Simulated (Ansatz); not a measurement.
Calculated with Ansatz (gas phase, PBE0-D4/def2-TZVP geometries, no zero-point term in ΔE). CCSD(T)/CBS adds triple-zeta CCSD(T) − MP2 to the extrapolated MP2 energy (def2 sets, frozen cores). Functionals use def2-TZVPP. B3LYP here is the variant with VWN-RPA as its local correlation; programs differ in this. For Br outer-core shells are correlated without core-valence functions, which leaves a few kJ/mol of doubt a bond. Scalar relativity is left out up to krypton. One conformer a species, not always the lowest.

Consider the substitution at a C–Si bond: `C[Si](C)(F)Br` + `CC=N` → `C/C=N/C` + `C[SiH](F)Br`.

| level | ΔE (kcal/mol) | difference from CCSD(T)/CBS |
| --- | --- | --- |
| PBE-D4 | 15.8 | -1.0 |
| r2SCAN-D4 | 16.8 | 0.0 |
| PBE0-D4 | 16.4 | -0.4 |
| B3LYP-D4 | 15.8 | -1.0 |
| ωB97X-V | 16.1 | -0.7 |
| ωB97M-V | 17.3 | 0.5 |
| B2PLYP | 15.5 | -1.3 |
| PBE | 15.1 | -1.7 |
| r2SCAN | 16.7 | -0.1 |
| PBE0 | 15.8 | -1.0 |
| B3LYP | 14.7 | -2.1 |
| HF/def2-TZVPP | 14.6 | -2.2 |
| MP2/def2-TZVPP | 16.7 | -0.1 |
| SCS-MP2/def2-TZVPP | 15.7 | -1.1 |
| CCSD/def2-TZVPP | 16.4 | -0.4 |
| CCSD(T)/def2-TZVPP | 16.4 | -0.4 |
| HF/def2-QZVPP | 14.5 | -2.3 |
| MP2/def2-QZVPP | 16.9 | 0.1 |
| SCS-MP2/def2-QZVPP | 15.9 | -0.9 |
| HF/CBS(def2) | 14.5 | -2.3 |
| MP2/CBS(def2) | 17.1 | 0.3 |
| CCSD/CBS(def2) | 16.8 | 0.0 |
| CCSD(T)/CBS | 16.8 | 0 |

Largest T1 diagnostic among the species: 0.012.

In def2-TZVPP, CCSD(T) changes the Hartree–Fock value by +1.8 kcal/mol (the triples alone add +0.0 kcal/mol) and MP2 by +2.1 kcal/mol. The D4 term adds +1.1 kcal/mol with B3LYP and +0.6 kcal/mol with PBE0; it sums over pairs of atoms, weighted by their polarisabilities, and B3LYP, whose exchange is more repulsive, gets the larger term.
